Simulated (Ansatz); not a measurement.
Compare A (`B/C=[CH]/[AlH][SiH3]`) with its isomer B (`[AlH2]/[CH]=C/B[SiH3]`).

Calculated with Ansatz (gas phase, PBE0-D4/def2-TZVP geometries, no zero-point term in ΔE). CCSD(T)/CBS is the MP2 limit (def2-TZVPP, def2-QZVPP) plus CCSD(T) − MP2 in def2-TZVPP, frozen cores. Double bonds are as drawn, so ΔE can hold a change between cis and trans. DFT in def2-TZVPP. B3LYP here is the variant with VWN-RPA as its local correlation; programs differ in this. Each species was taken in one conformer, which may not be the lowest.

A:

Z-matrix (Å, degrees):
```
Si
Al 1 2.458
H 1 1.492 2 111.0
H 1 1.490 2 112.8 3 -120.7
H 1 1.492 2 111.0 3 118.6
C 2 1.960 1 116.7 3 -59.5
H 2 1.589 1 123.2 3 120.5
C 6 1.352 2 121.9 1 0.1
H 6 1.093 2 122.5 1 -179.8
B 8 1.543 6 122.2 2 -179.9
H 8 1.093 6 117.9 2 0.0
H 10 1.197 8 121.9 6 179.7
H 10 1.198 8 118.6 6 -0.3
```

B:

Z-matrix (Å, degrees):
```
Si
B 1 2.016
H 1 1.492 2 109.7
H 1 1.493 2 109.9 3 117.5
H 1 1.490 2 114.1 3 -121.1
C 2 1.540 1 124.3 3 117.0
H 2 1.201 1 118.2 3 -59.6
C 6 1.354 2 121.0 1 -154.0
H 6 1.093 2 120.6 1 17.5
Al 8 1.956 6 121.0 2 169.1
H 8 1.092 6 115.7 2 -8.5
H 10 1.585 8 121.5 6 -172.8
H 10 1.586 8 116.5 6 6.9
```

(1) Which isomer does CCSD(T)/CBS put lower? Give the gap. (Best estimate.)

(2) Give E(B) − E(A) in kcal/mol with HF/def2-TZVPP, PBE0-D4, B2PLYP, CCSD/def2-TZVPP, B3LYP, ωB97M-V, B3LYP-D4. (An estimate is asked.)

Largest T1 diagnostic: 0.013.

## Answers

(1) The calculation gave: A, by 5.9 kcal/mol.

(2) Ansatz gave: HF/def2-TZVPP 5.9, PBE0-D4 6.2, B2PLYP 5.5, CCSD/def2-TZVPP 6.0, B3LYP 5.4, ωB97M-V 5.1, B3LYP-D4 5.4. None reverses the order clearly.
